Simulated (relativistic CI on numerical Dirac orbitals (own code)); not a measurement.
## Transition arrays of Tm25+

Method of calculation: Dirac-Coulomb-Breit CI, KLI orbitals optimised for each configuration, model QED, valence Slater integrals scaled by 0.9, whole transition arrays (own radial code, finite nucleus).

CI space (outside the closed core [Ar] 3d10 4s2): 4p⁶4d⁸, 4p⁶4d⁷4f, 4p⁵4d⁹, 4p⁶4d⁷5p, 4p⁶4d⁷5f. Levels of other configurations are missing.

All E1 lines from the levels of 4p⁶4d⁸; mean and standard deviation are weighted by gf, and upper levels are sorted by their leading configuration.

```
Upper configuration  Lines    Σgf  Mean (eV)  Mean (nm)  σ (eV)  Strongest line (nm)
           4p⁶4d⁷4f    732  256.0     214.18      5.789    6.72                5.725
             4p⁵4d⁹     49   36.6     225.21      5.505   16.84                5.440
           4p⁶4d⁷5p    466   34.8     342.21      3.623    6.01                3.614
           4p⁶4d⁷5f    721   73.9     485.36      2.554    5.82                2.587
```

Σgf per state of the lower configuration in bins of 0.1 nm over the central range (centre: value): 2.55: 1.58, 3.55: 0.21, 3.65: 0.43, 3.75: 0.09, 5.25: 0.08, 5.35: 0.15, 5.45: 0.53, 5.55: 0.23, 5.65: 0.08, 5.75: 4.48, 5.85: 0.53, 5.95: 0.18.

(1) How do configuration mixing and the scaling of the Slater integrals move the arrays?

## Answers

(1) Slater scale 0.9, no configuration mixing: 4p⁶4d⁷4f 211.0 ± 7.4 eV (Σgf 239.1), 4p⁵4d⁹ 185.3 ± 23.1 eV (Σgf 38.2), 4p⁶4d⁷5p 342.5 ± 6.0 eV (Σgf 39.7), 4p⁶4d⁷5f 485.3 ± 5.8 eV (Σgf 75.0); Slater scale 1: 4p⁶4d⁷4f 218.2 ± 6.8 eV (Σgf 260.7), 4p⁵4d⁹ 228.9 ± 16.9 eV (Σgf 37.7), 4p⁶4d⁷5p 342.3 ± 6.2 eV (Σgf 34.2), 4p⁶4d⁷5f 485.4 ± 6.0 eV (Σgf 74.0); Slater scale 0.8: 4p⁶4d⁷4f 209.9 ± 6.2 eV (Σgf 241.6), 4p⁵4d⁹ 220.6 ± 16.0 eV (Σgf 45.2), 4p⁶4d⁷5p 342.1 ± 5.9 eV (Σgf 35.5), 4p⁶4d⁷5f 485.3 ± 5.7 eV (Σgf 73.8). With mixing, levels are counted to their leading configuration, so an array can shrink or vanish into another, and the sums then hold other lines.
